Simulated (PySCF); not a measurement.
(3S)-3-fluoro-2-methylbut-1-ene (C₅H₉F), SMILES C=C(C)[C@H](C)F. Atoms are numbered in the order given.

```xyz
15

C     -1.3716    -1.0150     0.6494
C     -0.7517    -0.1443    -0.1504
C     -1.2816     0.2601    -1.5031
C      0.5488     0.5099     0.2670
C      1.7226     0.1440    -0.6295
F      0.8734     0.1512     1.5659
H     -0.9539    -1.2774     1.6239
H     -2.3150    -1.4815     0.3494
H     -0.6393    -0.1167    -2.3164
H     -1.3196     1.3584    -1.6029
H     -2.2951    -0.1346    -1.6623
H      0.4050     1.6077     0.2641
H      2.6445     0.6028    -0.2423
H      1.5633     0.5003    -1.6579
H      1.8505    -0.9492    -0.6494
```

Geometry optimised at ωB97X-D3(BJ)/def2-SVP. Other conformers were not sampled.

Two levels are set side by side: PBE/pcSseg-1 (PySCF) and PBE0/pcSseg-1 (PySCF). GIAO shifts against CFCl3 (¹⁹F), TMS (¹H), TMS (¹³C) at the same level; non-relativistic, no solvent, atoms listed together averaged. Differences are taken from unrounded values.

```tsv
quantity	PBE
δ(¹³C) of C1 (ppm)	115.7
δ(¹³C) of C2 (ppm)	155.5
δ(¹³C) of C3 (ppm)	24.7
δ(¹³C) of C4 (ppm)	99.1
δ(¹³C) of C5 (ppm)	25.1
δ(¹⁹F) of F6 (ppm)	-223.4
δ(¹H) of H12 (ppm)	5.27
```

Question: These are the PBE values. What does PBE0 give? (The exact figures need the calculation; the answer reports its results.)

Answer: 
```json
[
 {"quantity": "δ(¹³C) of C1 (ppm)", "PBE0": "118.8", "PBE minus PBE0": "-3.1"},
 {"quantity": "δ(¹³C) of C2 (ppm)", "PBE0": "155.5", "PBE minus PBE0": "0.0"},
 {"quantity": "δ(¹³C) of C3 (ppm)", "PBE0": "23.7", "PBE minus PBE0": "1.0"},
 {"quantity": "δ(¹³C) of C4 (ppm)", "PBE0": "95.2", "PBE minus PBE0": "3.9"},
 {"quantity": "δ(¹³C) of C5 (ppm)", "PBE0": "24.6", "PBE minus PBE0": "0.5"},
 {"quantity": "δ(¹⁹F) of F6 (ppm)", "PBE0": "-208.0", "PBE minus PBE0": "-15.4"},
 {"quantity": "δ(¹H) of H12 (ppm)", "PBE0": "5.05", "PBE minus PBE0": "0.22"}
]
```

Rough cost on one machine, each run with all the roots and properties that it gave: PBE0 against PBE within a factor of 2.
